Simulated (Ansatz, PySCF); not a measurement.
Torsion H4–S1–Sn2–Cl3 in ClHSSn (SMILES [SH][Sn][Cl]); at each angle all else is relaxed with GFN2-xTB, and the levels are single points there.
Geometry at 0° (charge 0, multiplicity 1):
```xyz
4

S     -1.400     0.373     0.428
Sn     0.854     1.107    -0.223
Cl     1.290    -0.526    -1.892
H     -1.498    -0.650    -0.405
```

On the grid 0° to 330°, 270° is the highest and 0° the lowest point at CCSD(T)/CBS(def2-TZVPP, def2-QZVPP).

Frozen-core correlation. Filled d and f shells under p-block atoms count as core. CBS(a, b) extrapolates the correlation energy as X⁻³ and adds the Hartree–Fock energy of set b.

The values were computed with Ansatz (a first-principles code) with Gaussian orbitals; PySCF for the dispersion terms. Each number belongs to the level named beside it. In def2 rows elements past Kr take small-core potentials, without spin–orbit coupling.

PBE/def2-TZVPP gives 349.1 meV for the energy at 270° less that at 0°.

Question: How do the other levels lie against it? Give each less PBE: PBE-D3(BJ)/def2-TZVPP, r2SCAN/def2-TZVPP, B3LYP/def2-TZVPP, wB97M-V/def2-TZVPP, MP2/CBS(def2-TZVPP, def2-QZVPP), CCSD(T)/CBS(def2-TZVPP, def2-QZVPP).

Answer: PBE-D3(BJ)/def2-TZVPP 4.1; r2SCAN/def2-TZVPP 19.0; B3LYP/def2-TZVPP -8.2; wB97M-V/def2-TZVPP -14.2; MP2/CBS(def2-TZVPP, def2-QZVPP) -22.8; CCSD(T)/CBS(def2-TZVPP, def2-QZVPP) -32.6 meV. 2 of 6 lie above PBE; the widest gap is to CCSD(T)/CBS(def2-TZVPP, def2-QZVPP).
